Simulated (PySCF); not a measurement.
SMILES c1c[se]c(-c2ccsc2)c1 (C₈H₆SSe), GFN2-xTB optimised geometry.

```
16

C      0.08    -3.02     0.00
C      1.44    -3.02     0.00
Se     2.14    -1.31     0.00
C      0.37    -0.69     0.00
C      0.06     0.72     0.00
C      1.05     1.74     0.00
C      0.52     2.99     0.00
S     -1.20     2.96     0.00
C     -1.21     1.25     0.00
C     -0.51    -1.74     0.00
H     -0.50    -3.93     0.00
H      2.09    -3.88     0.00
H      2.10     1.53     0.00
H      1.03     3.93     0.00
H     -2.14     0.73     0.00
H     -1.58    -1.61     0.00
```

Density from PBE0/def2-TZVP (PySCF 2.14.0) at that geometry.

Minimum of the electron density along straight lines between bonded atoms, close to the bond critical point (lines longer than 1.1 times the sum of covalent radii, or with two minima, are not listed):

```csv
bond,length / Å,ρ at the minimum / e bohr⁻³,∇²ρ there / e bohr⁻⁵,position (fraction from the first atom)
C1–C2,1.358,0.334,-0.98,0.49
C2–Se3,1.851,0.177,?,0.50
Se3–C4,1.882,0.168,?,0.51
C4–C5,1.443,0.287,-0.82,0.51
C5–C6,1.426,0.297,-0.83,0.50
C6–C7,1.352,0.338,-1.01,0.49
C7–S8,1.722,0.216,-0.45,0.48
C5–C9,1.369,0.326,-0.94,0.49
S8–C9,1.715,0.218,-0.46,0.52
C1–C10,1.411,0.305,-0.88,0.50
C4–C10,1.369,0.328,-0.95,0.52
C1–H11,1.077,0.288,-1.03,0.65
C2–H12,1.075,0.289,-1.04,0.65
C6–H13,1.078,0.286,-1.03,0.65
C7–H14,1.072,0.291,-1.06,0.65
C9–H15,1.071,0.291,-1.05,0.65
C10–H16,1.077,0.287,-1.03,0.64
```

Task: What belongs in the gaps?

Result: 
- C2–Se3, ∇²ρ there / e bohr⁻⁵: -0.22
- Se3–C4, ∇²ρ there / e bohr⁻⁵: -0.20
